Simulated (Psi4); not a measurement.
Psi4 input (wB97X-D/6-311+G**):

```
memory 1500 MB

molecule {
-1 1
C    -1.53205400    0.20257000   -0.14305100
C    -0.28430000   -0.60302200   -0.43480300
N     0.84794000   -0.05271400    0.13938800
C     1.79065500    0.38217500    0.69526900
H    -1.49562300    1.27735800   -0.43847400
H    -1.77492700    0.19674200    0.92748200
H    -2.38894300   -0.24060300   -0.66361600
H    -0.12190000   -0.75484400   -1.50559900
symmetry c1
no_reorient
no_com
}

set {
  basis 6-311+G**
  reference rks
  scf_type df
  df_basis_scf def2-universal-jkfit
  dft_radial_points 99
  dft_spherical_points 590
  e_convergence 1e-8
  d_convergence 1e-7
  maxiter 150
}

e = energy('wb97x-d')
print_out(f'\nFINAL {e:.10f} DIPOLE {variable("CURRENT DIPOLE")[0]:.6f} {variable("CURRENT DIPOLE")[1]:.6f} {variable("CURRENT DIPOLE")[2]:.6f}\n')
```

Output:

```
   => Loading Basis Set <=

    Name: 6-311+G**
    Role: ORBITAL
    Keyword: BASIS
    atoms 1-2, 4 entry C          line   129 file 6-311pgss.gbs
    atoms 3      entry N          line   150 file 6-311pgss.gbs
    atoms 5-8    entry H          line    42 file 6-311pgss.gbs

   => WB97X-D: Empirical Dispersion <=

    Chai and Head-Gordon Dispersion Correction
    Chai, J.-D.; Head-Gordon, M. (2010), J. Chem. Phys., 132: 6615-6620

        s6 =       1.000000

         ---------------------------------------------------------
                                   SCF
               by Justin Turney, Rob Parrish, Andy Simmonett
                          and Daniel G. A. Smith
                              RKS Reference
         ---------------------------------------------------------

  ==> Geometry <==

    Molecular point group: c1
    Full point group: C1

    Geometry (in Angstrom), charge = -1, multiplicity = 1:

       Center              X                  Y                   Z               Mass
    ------------   -----------------  -----------------  -----------------  -----------------
         C           -1.532054000000     0.202570000000    -0.143051000000    12.000000000000
         C           -0.284300000000    -0.603022000000    -0.434803000000    12.000000000000
         N            0.847940000000    -0.052714000000     0.139388000000    14.003074004430
         C            1.790655000000     0.382175000000     0.695269000000    12.000000000000
         H           -1.495623000000     1.277358000000    -0.438474000000     1.007825032230
         H           -1.774927000000     0.196742000000     0.927482000000     1.007825032230
         H           -2.388943000000    -0.240603000000    -0.663616000000     1.007825032230
         H           -0.121900000000    -0.754844000000    -1.505599000000     1.007825032230

  Running in c1 symmetry.

  Rotational constants: A =      1.10117  B =      0.17378  C =      0.15592 [cm^-1]
  Rotational constants: A =  33012.33667  B =   5209.76087  C =   4674.22291 [MHz]
  Nuclear repulsion =   97.693896456180283

  Charge       = -1
  Multiplicity = 1
  Electrons    = 30
  Nalpha       = 15
  Nbeta        = 15

  ==> Algorithm <==

  SCF Algorithm Type is DF.
  DIIS enabled.
  MOM disabled.
  Fractional occupation disabled.
  Guess Type is SAD.
  Energy threshold   = 1.00e-08
  Density threshold  = 1.00e-07
  Integral threshold = 1.00e-12

  ==> Primary Basis <==

  Basis Set: 6-311+G**
    Blend: 6-311+G**
    Number of shells: 56
    Number of basis functions: 112
    Number of Cartesian functions: 116
    Spherical Harmonics?: true
    Max angular momentum: 2

  ==> DFT Potential <==

   => LibXC <=

    Version 7.1.2
    S. Lehtola, C. Steigemann, M. J. T. Oliveira, and M. A. L. Marques,  SoftwareX 7, 1–5 (2018) (10.1016/j.softx.2017.11.002)

   => Composite Functional: WB97X-D <=

    wB97X-D Hyb-GGA Exchange-Correlation Functional

    J.-D. Chai and M. Head-Gordon,  Phys. Chem. Chem. Phys. 10, 6615–6620 (2008) (10.1039/B810189B)

    Deriv               =              1
    GGA                 =           TRUE
    Meta                =          FALSE

    Exchange Hybrid     =           TRUE
    MP2 Hybrid          =          FALSE

   => Exchange-Correlation Functionals <=

    1.0000   wB97X-D range-separated functional

   => Exact (HF) Exchange <=

    0.7780            HF,LR [omega = 0.2000]
    0.2220               HF

   => LibXC Density Thresholds  <==

    XC_HYB_GGA_XC_WB97X_D:  1.00E-14

   => Molecular Quadrature <=

    Radial Scheme          =       TREUTLER
    Pruning Scheme         =           NONE
    Nuclear Scheme         =       TREUTLER

    Blocking Scheme        =         OCTREE
    BS radius alpha        =              1
    Pruning alpha          =              1
    Radial Points          =             99
    Spherical Points       =            590
    Total Points           =         447959
    Total Blocks           =           3221
    Max Points             =            256
    Max Functions          =            112
    Weights Tolerance      =       1.00E-15

   => Loading Basis Set <=

    Name: DEF2-UNIVERSAL-JKFIT
    Role: JKFIT
    Keyword: DF_BASIS_SCF
    atoms 1-2, 4 entry C          line   198 file def2-universal-jkfit.gbs
    atoms 3      entry N          line   258 file def2-universal-jkfit.gbs
    atoms 5-8    entry H          line    18 file def2-universal-jkfit.gbs

  ==> Integral Setup <==

  SCF_SUBTYPE=INCORE selected. In-core MEM_DF algorithm will be used.
  Using in-core AOs.

  ==> MemDFJK: Density-Fitted J/K Matrices <==

    J tasked:                   Yes
    K tasked:                   Yes
    wK tasked:                  Yes
    Omega:                2.000E-01
    Algorithm:                 Core
    Schwarz Cutoff:           1E-12
    Mask sparsity (%):       0.9247
    Fitting Condition:        1E-10

   => Auxiliary Basis Set <=

  Basis Set: DEF2-UNIVERSAL-JKFIT
    Blend: DEF2-UNIVERSAL-JKFIT
    Number of shells: 124
    Number of basis functions: 374
    Number of Cartesian functions: 440
    Spherical Harmonics?: true
    Max angular momentum: 4

  Cached 50.0% of DFT collocation blocks in 0.607 [GiB].

  Minimum eigenvalue in the overlap matrix is 1.6713533192E-04.
  Reciprocal condition number of the overlap matrix is 1.8751812106E-05.
    Using symmetric orthogonalization.

  ==> Pre-Iterations <==

  SCF Guess: Superposition of Atomic Densities via on-the-fly atomic UHF (no occupation information).

   -------------------------
    Irrep   Nso     Nmo
   -------------------------
     A        112     112
   -------------------------
    Total     112     112
   -------------------------

  ==> Iterations <==

                           Total Energy        Delta E     RMS |[F,P]|

   @DF-RKS iter SAD:  -170.39364294091970   -1.70394e+02   0.00000e+00
   @DF-RKS iter   1:  -171.05527504133758   -6.61632e-01   6.94160e-03 DIIS/ADIIS
   @DF-RKS iter   2:  -171.06762568679824   -1.23506e-02   7.15952e-03 DIIS/ADIIS
   @DF-RKS iter   3:  -171.36972408844906   -3.02098e-01   1.84654e-03 DIIS/ADIIS
   @DF-RKS iter   4:  -171.38850542273147   -1.87813e-02   3.77015e-04 DIIS/ADIIS
   @DF-RKS iter   5:  -171.38934598334978   -8.40561e-04   1.15625e-04 DIIS/ADIIS
   @DF-RKS iter   6:  -171.38944101414148   -9.50308e-05   3.82524e-05 DIIS
   @DF-RKS iter   7:  -171.38945480957508   -1.37954e-05   8.72112e-06 DIIS
   @DF-RKS iter   8:  -171.38945626216324   -1.45259e-06   3.50592e-06 DIIS
   @DF-RKS iter   9:  -171.38945659276126   -3.30598e-07   1.28318e-06 DIIS
   @DF-RKS iter  10:  -171.38945665636879   -6.36075e-08   4.43998e-07 DIIS
   @DF-RKS iter  11:  -171.38945666760026   -1.12315e-08   1.22801e-07 DIIS
   @DF-RKS iter  12:  -171.38945666855005   -9.49797e-10   3.19112e-08 DIIS
  Energy and wave function converged.

  ==> Post-Iterations <==

   Electrons on quadrature grid:
      Ntotal   =   29.9999990869 ; deviation = -9.131e-07

    Orbital Energies [Eh]
    ---------------------

    Doubly Occupied:

       1A    -14.262782     2A    -10.105273     3A    -10.090259
       4A    -10.076563     5A     -0.838524     6A     -0.665658
       7A     -0.564551     8A     -0.388208     9A     -0.327663
      10A     -0.317880    11A     -0.282021    12A     -0.253776
      13A     -0.198671    14A     -0.191126    15A     -0.036519

    Virtual:

      16A      0.195478    17A      0.214369    18A      0.224745
      19A      0.229477    20A      0.246687    21A      0.250044
      22A      0.257745    23A      0.274257    24A      0.283638
      25A      0.291878    26A      0.305909    27A      0.329008
      28A      0.336284    29A      0.353165    30A      0.396753
      31A      0.402955    32A      0.433282    33A      0.446764
      34A      0.458035    35A      0.471089    36A      0.491836
      37A      0.522346    38A      0.541671    39A      0.575206
      40A      0.657730    41A      0.664704    42A      0.684585
      43A      0.753932    44A      0.786015    45A      0.839188
      46A      0.857775    47A      0.873528    48A      0.886063
      49A      0.899687    50A      0.903468    51A      0.944313
      52A      0.963151    53A      1.071345    54A      1.140262
      55A      1.151585    56A      1.170928    57A      1.181041
      58A      1.256729    59A      1.329223    60A      1.368404
      61A      1.446602    62A      1.526612    63A      1.567003
      64A      1.593672    65A      1.602484    66A      1.632450
      67A      1.719081    68A      1.768330    69A      1.805152
      70A      1.826706    71A      1.842937    72A      1.876252
      73A      1.936148    74A      1.944677    75A      2.021037
      76A      2.155781    77A      2.174304    78A      2.238166
      79A      2.286827    80A      2.343109    81A      2.364015
      82A      2.402424    83A      2.456230    84A      2.541173
      85A      2.593013    86A      2.697273    87A      2.767294
      88A      2.798405    89A      2.818311    90A      2.843089
      91A      2.863430    92A      2.942623    93A      2.995446
      94A      3.024463    95A      3.103530    96A      3.178950
      97A      3.323745    98A      3.380718    99A      3.401472
     100A      3.630865   101A      3.681141   102A      4.016761
     103A      4.074246   104A      4.142105   105A      4.225269
     106A      4.258771   107A      4.513193   108A      5.293089
     109A     24.151247   110A     24.241172   111A     24.328548
     112A     36.004977

    Final Occupation by Irrep:
              A
    DOCC [    15 ]
    NA   [    15 ]
    NB   [    15 ]

  @DF-RKS Final Energy:  -171.38945666855005

   => Energetics <=

    Nuclear Repulsion Energy =             97.6938964561802834
    One-Electron Energy =                -429.4684414673040465
    Two-Electron Energy =                 177.3520598124049741
    DFT Exchange-Correlation Energy =     -16.9649474507236064
    Empirical Dispersion Energy =          -0.0020240191076375
    VV10 Nonlocal Energy =                  0.0000000000000000
    Total Energy =                       -171.3894566685500536

Computation Completed

Properties will be evaluated at   0.000000,   0.000000,   0.000000 [a0]

Properties computed using the SCF density matrix

 Multipole Moments:

 ------------------------------------------------------------------------------------
     Multipole            Electronic (a.u.)      Nuclear  (a.u.)        Total (a.u.)
 ------------------------------------------------------------------------------------

 L = 1.  Multiply by 2.5417464519 to convert [e a0] to [Debye]
 Dipole X            :         -1.3861640           -0.0000132           -1.3861773
 Dipole Y            :          0.4045245           -0.0000132            0.4045113
 Dipole Z            :         -0.6121954           -0.0000019           -0.6121973
 Magnitude           :                                                    1.5684076

 ------------------------------------------------------------------------------------

FINAL -171.3894566686 DIPOLE -1.386177 0.404511 -0.612197

*** Psi4 exiting successfully. Buy a developer a beer!
```

The dipole moment of an ion depends on the origin.

The geometry given is a B3LYP-D3(BJ)/def2-TZVP minimum.
